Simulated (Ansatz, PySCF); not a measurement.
The pair A = N2 (SMILES N#N) (first 2 atoms), B = PH3 (SMILES P); geometry from B3LYP-D3(BJ)/def2-TZVP.
(charge 0, multiplicity 1):
```xyz
6

N      0.647    -0.211    -0.511
N     -0.335     0.264    -0.488
P      0.025     0.108     3.546
H      1.120     0.633     2.813
H      0.016    -1.111     2.820
H     -0.939     0.714     2.700
```

Cores are frozen in the correlated methods. CBS: X⁻³ extrapolation of the correlation energy, Hartree–Fock from the larger set.

Codes used: Ansatz (a program for electronic structure) with Gaussian orbitals; PySCF for the dispersion terms. Each number belongs to the level named beside it.

The monomers are drawn apart, rigid, along the line of their centres of mass. Counterpoise-corrected interaction energies (kcal/mol):

| level | R = 5.290 Å | R = 6.601 Å |
|---|---|---|
| PBE-D3(BJ)/def2-TZVPPD | -0.2055 | -0.0402 |
| wB97M-V/def2-TZVPPD | -0.1522 | -0.0336 |
| CCSD(T)/CBS(aug-cc-pV(D+d)Z, aug-cc-pV(T+d)Z) | -0.1414 | -0.0336 |

**Question.** R is the distance of the centres of mass. Find the local exponent m of E ∝ R⁻ᵐ between the two points.

**Answer.** 
m = ln(E₁/E₂)/ln(R₂/R₁): PBE-D3(BJ)/def2-TZVPPD 7.4; wB97M-V/def2-TZVPPD 6.8; CCSD(T)/CBS(aug-cc-pV(D+d)Z, aug-cc-pV(T+d)Z) 6.5. For scale, two fixed dipoles give m = 3, dipole and quadrupole 4, quadrupoles 5, and dispersion or dipole-induced dipole 6 at long range; at these distances several terms mix, and what is left of overlap and damping shifts m, so it need not match one of them.
